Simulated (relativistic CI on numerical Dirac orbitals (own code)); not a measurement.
## One change at a time: Se25+

Base calculation: Dirac-Coulomb-Breit CI, KLI orbitals optimised for each configuration, QED by a radiative potential, unscaled Slater integrals.

CI space (outside the closed core 1s2): 2s2 2p5, 2s 2p6, 2p6 3s, 2p6 3p, 2p6 3d, 2s2 2p4 3s, 2s2 2p4 3p, 2s2 2p4 3d, 2s 2p5 3s, 2s 2p5 3p, 2s 2p5 3d, 2s2 2p4 4s, 2s2 2p4 4p, 2s2 2p4 4d, 2s2 2p4 4f, 2s 2p5 4s. Levels of other configurations are missing.

Variants: (1) P86 correlation estimate; (2) configuration mixing switched off; (3) non-relativistic limit. Shifts of the energy above 2s2 2p5 2P°_3/2, in eV, for the lowest level and the first level of each name with at least 55 % of one term (blank where a level changes its place among those of its configuration and J or its character, or is not in the variant):

```csv
Level,Base,Δ(1),Δ(2),Δ(3)
2s2 2p5 2P°_3/2,0.00,0.00,0.00,0.00
2s2 2p5 2P°_1/2,42.85,0.00,-0.01,-42.85
2s 2p6 2S_1/2,212.26,+0.33,+0.73,-49.83
2s2 2p4 3s 4P_5/2,1499.48,+1.49,+0.38,+10.36
2s2 2p4 3s 2P_3/2,1504.23,+1.49,+0.37,
2s2 2p4 3s 4P_3/2,1540.16,+1.49,+0.48,
2s2 2p4 3s 2P_1/2,1543.92,+1.49,+0.52,-26.88
2s2 2p4 3s 2D_5/2,1553.06,+1.49,+0.49,-23.51
2s2 2p4 3s 2D_3/2,1554.45,+1.49,+0.46,-24.91
2s2 2p4 3p 2P°_1/2,1554.95,+1.65,+1.30,
2s2 2p4 3p 4D°_7/2,1556.65,+1.65,-0.06,-1.80
2s2 2p4 3p 4P°_1/2,1583.68,+1.65,+0.68,
2s2 2p4 3p 2F°_5/2,1598.19,+1.65,0.00,-26.43
2s2 2p4 3p 2F°_7/2,1608.48,+1.65,-0.01,-36.73
```

At this charge energies of transitions that change n are usually good to better than 1 %, and those within a shell (Δn = 0) to a few per cent.

Ionisation energy from the two ground configurations alone: base 2670.35 eV; P86 correlation estimate 2672.1 eV. The NIST ASD value (semi-empirical) is 2674 eV.

LS names give the leading component of a level, which can be under half, so a name can repeat, a term be missing and a line seem to break the LS rules.
